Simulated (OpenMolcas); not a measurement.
**Be I: effect of the active space**

```json
{
  "Program": "OpenMolcas",
  "Method": "CASSCF or its RAS form",
  "Basis": "ANO-RCC-VTZP",
  "Scalar Hamiltonian": "DKH2, point nucleus",
  "Spin-orbit coupling": "state interaction with AMFI integrals over the reference wave functions, term energies averaged over their components"
}
```

A. 2 electrons in 4 orbitals (2s 2p); 2S+1 = 3 even, 3 roots; 2S+1 = 1 even, 6 roots; 2S+1 = 3 odd, 3 roots; 2S+1 = 1 odd, 3 roots; cost roughly 11 core-seconds
B. 2 electrons in 8 orbitals (2s 2p 3s 3p); 2S+1 = 3 even, 3 roots; 2S+1 = 1 even, 6 roots; 2S+1 = 3 odd, 3 roots; 2S+1 = 1 odd, 3 roots; cost roughly 16 core-seconds
C. 2 electrons in 9 orbitals (RAS2 2s 2p; RAS3 3d, at most 2 electrons); 2S+1 = 3 even, 3 roots; 2S+1 = 1 even, 6 roots; 2S+1 = 3 odd, 3 roots; 2S+1 = 1 odd, 3 roots; cost of the order of 17 core-seconds

Energies in eV above 2s2 1S0, the measured ground level; measured values from NIST Handbook of Basic Atomic Spectroscopic Data.

```
      Level       A       B       C  Measured
    2s2 1S0  0.0000  0.0000  0.0000    0.0000
2s 2p 3P* 0  2.7212  2.8658  2.6383    2.7250
2s 2p 3P* 1  2.7213  2.8660  2.6384    2.7250
2s 2p 3P* 2  2.7216  2.8662  2.6386    2.7253
2s 2p 1P* 1  6.0934  6.1753  5.5627    5.2774
    2p2 3P0  7.5000  7.6125  7.4063    7.4011
    2p2 3P1  7.5001  7.6126  7.4064    7.4012
    2p2 3P2  7.5003  7.6129  7.4067    7.4015
```

Deviations, from unrounded energies. A percentage is the sum of absolute deviations over the sum of measured energies, with the sign that they share, or ± where signs differ.

```
           Against measurement  Levels     A     B     C
mean absolute deviation (cm-1)       7  1300  2300   650
      other configurations (%)       7  ±3.2  +5.5  ±1.6
```

C lies closest to measurement on these levels and B furthest from it. The largest miss of C in the table is 2s 2p 1P* 1, by +2300 cm-1. The ranking rests on the paired levels alone, and a cruder setting can come out closer through cancelling errors.

Among A to C the level of the table that moves most is 2s 2p 1P* 1, by 4900 cm-1 (lowest in C, highest in B).

Without dynamic correlation excited terms often stand tens of per cent too high (terms of higher spin than the ground term too low), and those without a measured partner can miss by more than the paired ones. Active for correlation alone: 3p 3s; no level in the range computed is led by a configuration that fills them, so any true level of that kind is missing (holds for B). Active for correlation alone: 3d; no level in the range computed is led by a configuration that fills it, so any true level of that kind is missing (holds for C). Measured partners are found by configuration, term and J. A level has none where our copy of the source lacks it or the pairing is in doubt (some pairs that miss far off the trend of their configuration count as doubtful), and it then counts in no deviation. Only configurations of the active space appear. Levels that lie high or do not pair safely by name in every column are left out.

* marks odd parity.
